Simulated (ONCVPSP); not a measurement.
## Before and after: ONCV potential for B (Z = 5)

```
Element                 : boron (B)
Generator               : ONCVPSP 4.0.1
Type                    : optimised norm-conserving Vanderbilt (ONCV)
Functional              : PBE
Relativity              : scalar-relativistic
Frozen core             : [He]
Valence charge          : 3
Reference configuration : 2s1.5 2p1.5
Partial waves           : 2s: rc 1.60 bohr, ncon 4, nbas 9, qcut 5 1/bohr, 3 projectors, debl 3.3 Ha; 2p: rc 2.85 bohr, ncon 5, nbas 10, qcut 5.1 1/bohr, 1 projector; d scattering state at 0.1 Ha: rc 2.35 bohr, ncon 4, nbas 8, qcut 3.7 1/bohr, 2 projectors, debl 3.6 Ha
Local potential         : polynomial inside 1.00 bohr (lpopt 5, dvloc0 0 Ha)
Core correction         : polynomial model core, fcfact 0.3
```

Change: all radii but the core radius scaled by about 0.95 (s 1.52, p 2.72, d 2.24 bohr); local potential polynomial inside 0.96 bohr (lpopt 5, dvloc0 0 Ha).

Cutoffs: the cutoffs (Ha) at which the residual kinetic energy of the hardest occupied pseudo-wave falls to 1 and 0.1 mHa per electron; they do not see the model core or the augmentation charge, which bear on the density cutoff. Errors are all-electron minus pseudo energies relative to the spin-unpolarised reference configuration.

What does the change do?

The potential gets harder (9.4 Ha and 14 Ha → 9.9 Ha and 19 Ha); both files keep a bound ghost (d); of the 4 tests that both files solve, the error grows in 0 and shrinks in 1 by more than 15 % and 0.3 meV (median size 45.3 → 39.9 meV). A smaller radius makes the pseudo-wave follow the all-electron one further in, where it bends more sharply, so more plane waves are needed.

```csv
quantity,base,changed
"cutoff, loose",9.4 Ha,9.9 Ha
"cutoff, tight",14 Ha,19 Ha
loose cutoff by channel,"s 9.4 Ha, p 7.9 Ha","s 9.9 Ha, p 8.2 Ha"
bound ghosts,d,d
GHOST(+) flags under 300 eV,none,none
"error for 2s2 2p1, meV [ΔE -2.92 eV]",-2.8,-2.3
"error for 2s2 2p0, meV [ΔE 5.30 eV]",+77,+68
"error for 2s1 2p0, meV [ΔE 30.72 eV]",+259,+233
"error for 2s2 2p0.5, meV [ΔE -0.03 eV]",+13,+12
"rms error of d²Exc/dni dnj with the model core, mHa",1.82,1.83
```

Base: The cutoffs count occupied waves only; projector 2 of the d channel, the hardest unoccupied one, needs 28 Ha at the loose tolerance. Changed file: The cutoffs count occupied waves only; projector 3 of the s channel, the hardest unoccupied one, needs 28 Ha at the loose tolerance. A true bound ghost makes a file unfit for plane-wave use even where its test errors are small: the radial tests pick states by their node count and pass the ghost by.
